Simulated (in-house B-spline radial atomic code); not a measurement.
**Ionising La III (La2+) with different functionals**

Computed with a B-spline radial code for spherical atoms: scalar-relativistic (spin-free X2C) Hamiltonian, Fermi nucleus of rms radius 4.855 fm, spin-polarised at highest spin, spherical fractional occupations for the functionals, and exact exchange of hybrids averaged over the configuration. The ionisation energy is the difference of two self-consistent energies, [Xe] 5d1 → [Kr] 4d10 5s2 5p6, without Breit or QED terms; ε is the level of the shell that loses the electron (its least bound occupied spin orbital). There is no spin-orbit coupling in this Hamiltonian.

| method | rung | ΔSCF (eV) | -ε(5d) (eV) |
| --- | --- | --- | --- |
| PBE0 | global hybrid | 19.08 | 16.06 |
| B3LYP | global hybrid | 19.12 | 15.83 |
| TPSSh | global hybrid | 18.94 | 15.26 |
| BHandHLYP | global hybrid | 18.94 | 16.94 |
| r2SCAN0 | global hybrid | 18.78 | 15.89 |
| B97-1 | global hybrid | 18.92 | 15.67 |
| HSE06 | range-separated hybrid | ? | ? |
| wB97X | range-separated hybrid | ? | ? |
| CAM-B3LYP | range-separated hybrid | 19.10 | 17.32 |
| LC-wPBE | range-separated hybrid | 19.05 | 18.63 |

What does wB97X give?

ΔSCF 18.78 eV, and -ε(5d) = 18.12 eV.

What does HSE06 give?

ΔSCF 19.07 eV, and -ε(5d) = 15.65 eV.

Among the functionals, which spreads more, the ΔSCF values or the orbital energies?

The orbital energies: ΔSCF values span about 0.34 eV and the orbital energies 3.37 eV; here energy differences depend much less on the functional than eigenvalues do.

How do they compare with the NIST value?

NIST lists 19.177 eV (measured, ground level to ground level). Errors run from -0.39 to -0.06 eV; B3LYP is closest (-0.06 eV), but part of that can be cancellation, since the calculations leave out spin-orbit coupling, Breit-QED terms, multiplet and fine-structure energies.
